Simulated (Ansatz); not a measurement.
Reaction (ligand exchange at a Ge–F bond): `[CH3][Ge]([F])([F])[F]` + CH₃SH → `C[S][Ge]([CH3])([F])[F]` + H–F

Calculated with Ansatz (gas phase, PBE0-D4/def2-TZVP geometries, no zero-point term in ΔE). CBS: MP2 limit from def2 TZ/QZ plus the TZ coupled-cluster correction, frozen cores. This one scheme is used for every species. Functionals use def2-TZVPP. HSE06 is defined as in plane-wave codes. For Ge outer-core shells are correlated without core-valence functions, which leaves a few kJ/mol of doubt a bond. Scalar relativity is left out up to krypton. One conformer a species, not always the lowest.

```csv
level,ΔE (eV)
r2SCANh,0.28
HSE06,0.23
```

**Question.** What does CCSD(T)/CBS give? (An estimate is asked.)

**Answer.** Ansatz gave: +0.18 eV. The listed levels differ from it by 0.10, 0.05 eV.

Largest T1 diagnostic among the species: 0.012.

Leaving LDA and LC-ωPBE aside and taking each functional with its dispersion term where it has one, the values, not all of them listed here, spread over 0.22 eV, from revPBE-D4 to B97M-V. LDA lies −0.06 eV from PBE without D4. At CCSD(T), def2-SVP lies +0.21 eV from the extrapolated value and def2-TZVPP +0.07 eV.
